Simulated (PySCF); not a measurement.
Structure from 2D NMR

Compound of formula C4H8F3NSi. Correlations simulated from computed shifts and the bond graph:

HSQC (one-bond C–H):
```csv
δH,δC
3.96,40.8
2.05,11.0
```

COSY cross peaks (H two or three bonds apart, from the bond graph; peaks can be absent where the dihedral angle is near 90°):
```csv
δH,δH
3.96,3.89
```

HMBC (two and three bonds, from the bond graph):
```csv
δH,δC
3.96,157.1
3.89,40.8
2.05,"157.1, 129.6"
```

Carbons without hydrogens: δ 157.1, 129.6.

Relativity neglected, equivalent nuclei averaged, one computed conformer, no solvent. Geometry: GFN2-xTB; σ from GIAO-PBE0/pcSseg-1; PySCF 2.14.0 with density-fitted response routines.

Shifts are taken against calculated references (same method and geometry level): 1H (31.72 ppm), 13C (186.93 ppm) vs TMS.

Exchangeable hydrogens are left out of these lists.

Question: Work out the connectivity.

Answer: SMILES C/C(=N\C[SiH3])C(F)(F)F.

Atoms are numbered as in `[CH3:1]/[C:2](=[N:3]\[CH2:4][SiH3:5])[C:6]([F:7])([F:8])[F:9]`. Each H is labelled by its parent atom.

δC 157.1 is C2, a C=N carbon. δC 129.6 is C6, a CF3 carbon. δC 40.8 is C4, an sp3 CH2 bonded to N and Si (δH 3.96). δC 11.0 is C1, a methyl carbon (δH 2.05). HMBC from δH 3.96 reaches the proton-free carbon C2. HMBC from δH 2.05 reaches the proton-free carbons C2, C6. COSY links 3.96–3.89.

The data come from this structure; uniqueness wasn't tested.

Shifts are as computed. Against solution values, carbons near 30 ppm lie about +3 ppm off and those near 130 ppm about +5 ppm. Of 1211 compounds with measured shifts, 218 miss one by over three times the rms of a fit or turn the order of signals round; such compounds aren't used in these exercises.
